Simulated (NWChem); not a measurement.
System: CH₅FGe; SMILES [CH3][GeH2][F]

Excerpt of the output:

```
             Northwest Computational Chemistry Package (NWChem) 7.3.0
             --------------------------------------------------------

 C1  symmetry detected

                             Geometry "geometry" -> ""
                             -------------------------

 Output coordinates in angstroms (scale by  1.889725989 to convert to a.u.)

  No.       Tag          Charge          X              Y              Z
 ---- ---------------- ---------- -------------- -------------- --------------
    1 Ge                  32.0000     0.35769141     0.05360824    -0.00000838
    2 C                    6.0000    -0.73218409    -1.54755985    -0.00002625
    3 F                    9.0000    -0.73753951     1.41758324    -0.00000599
    4 H                    1.0000     1.21076472     0.19797092     1.27296691
    5 H                    1.0000     1.21122804     0.19838657    -1.27258912
    6 H                    1.0000    -1.36882403    -1.57316978    -0.89587078
    7 H                    1.0000    -0.09294555    -2.44329483     0.00471278
    8 H                    1.0000    -1.37538821    -1.56824660     0.89125960

 Effective nuclear repulsion energy (a.u.)     211.9725532671

                                 NWChem DFT Module
                                 -----------------

 Summary of "ao basis" -> "ao basis" (spherical)
 ------------------------------------------------------------------------------
       Tag                 Description            Shells   Functions and Types
 ---------------- ------------------------------  ------  ---------------------
 Ge                         def2-svp                12       32   5s4p3d
 C                          def2-svp                 6       14   3s2p1d
 F                          def2-svp                 6       14   3s2p1d
 H                          def2-svp                 3        5   2s1p

            General Information
            -------------------
          SCF calculation type: DFT
          Wavefunction type:  closed shell.
          No. of atoms     :     8
          No. of electrons :    52
           Alpha electrons :    26
            Beta electrons :    26
          Charge           :     0
          Spin multiplicity:     1
          Use of symmetry is: off; symmetry adaption is: off
          Maximum number of iterations: 150
          AO basis - number of functions:    85
                     number of shells:    39
          Convergence on energy requested:  1.00D-06
          Convergence on density requested:  1.00D-05
          Convergence on gradient requested:  5.00D-04

              XC Information
              --------------
                         B3LYP Method XC Potential
                     Hartree-Fock (Exact) Exchange  0.200
                        Slater Exchange Functional  0.800 local
                    Becke 1988 Exchange Functional  0.720 non-local
              Lee-Yang-Parr Correlation Functional  0.810
                  VWN I RPA Correlation Functional  0.190 local

             Grid Information
             ----------------
          Grid used for XC integration:  medium
          Radial quadrature: Mura-Knowles
          Angular quadrature: Lebedev.
          Tag              B.-S. Rad. Rad. Pts. Rad. Cut. Ang. Pts.
          ---              ---------- --------- --------- ---------
          Ge                  1.25      112           8.0       590
          C                   0.70       49           9.0       434
          F                   0.50       49          10.0       434
          H                   0.35       45          10.0       434
          Grid pruning is: on
          Number of quadrature shells:   435
          Spatial weights used:  Erf1

      Superposition of Atomic Density Guess
      -------------------------------------

 Sum of atomic energies:       -2214.45720730

      Non-variational initial energy
      ------------------------------

 Total energy =   -2215.429325
 1-e energy   =   -3508.749573
 2-e energy   =    1081.347694
 HOMO         =      -0.378865
 LUMO         =       0.054769

   convergence    iter        energy       DeltaE   RMS-Dens  Diis-err
 ---------------- ----- ----------------- --------- --------- ---------
 d= 0,ls=0.0,diis     1  -2217.6067166815 -2.43D+03  1.70D-02  5.32D-01
 d= 0,ls=0.0,diis     2  -2217.5460182509  6.07D-02  9.31D-03  1.41D+00
 d= 0,ls=0.0,diis     3  -2217.6693752086 -1.23D-01  1.08D-03  2.01D-02
 d= 0,ls=0.0,diis     4  -2217.6706769542 -1.30D-03  4.02D-04  1.74D-03
 d= 0,ls=0.0,diis     5  -2217.6708249630 -1.48D-04  1.37D-04  2.80D-04
  Resetting Diis
 d= 0,ls=0.0,diis     6  -2217.6708631189 -3.82D-05  1.29D-05  3.68D-06
 d= 0,ls=0.0,diis     7  -2217.6708633536 -2.35D-07  8.55D-06  3.32D-07

         Total DFT energy =    -2217.670863353576
      One electron energy =    -3510.305024800136
           Coulomb energy =     1177.544112055142
    Exchange-Corr. energy =      -96.882503875714
 Nuclear repulsion energy =      211.972553267132

 Numeric. integr. density =       51.999982238644

                       DFT Final Molecular Orbital Analysis
                       ------------------------------------

 Vector   24  Occ=2.000000D+00  E=-3.916262D-01
              MO Center= -5.9D-01,  6.6D-01,  5.5D-04, r^2= 2.4D+00
   Bfn.  Coefficient  Atom+Function         Bfn.  Coefficient  Atom+Function
  ----- ------------  ---------------      ----- ------------  ---------------
    50      0.392182  3 F  px                51      0.368103  3 F  py
    53     -0.269810  3 F  px                54     -0.252870  3 F  py
    36      0.214456  2 C  px                12     -0.131500  1 Ge px
    15     -0.124074  1 Ge px                16     -0.117801  1 Ge py
    81     -0.117062  8 H  s                 71     -0.110800  6 H  s

[...]
```

Level: B3LYP/def2-SVP, vertical spin-unrestricted ions. The geometry was optimised at PBE0/def2-SVP.

Question: Write an input that gives this output.

Answer: One answer among several that fit: the input that was run:
```
start job
memory heap 200 mb stack 900 mb global 1100 mb
geometry units angstroms noautoz
  Ge     0.320958     0.095920     0.000608
  C     -0.714072    -1.541236     0.001603
  F     -0.819833     1.422025     0.000562
  H      1.169150     0.269561     1.273188
  H      1.168606     0.269045    -1.272368
  H     -1.349829    -1.588723    -0.893976
  H     -0.044866    -2.414809     0.006406
  H     -1.355859    -1.583360     0.893155
end
basis spherical
  * library def2-svp
end
dft
  xc b3lyp
  iterations 150
  vectors input atomic output neutral.movecs
end
task dft energy
charge 1
dft
  odft
  mult 2
  vectors input atomic output cation.movecs
end
task dft energy
```
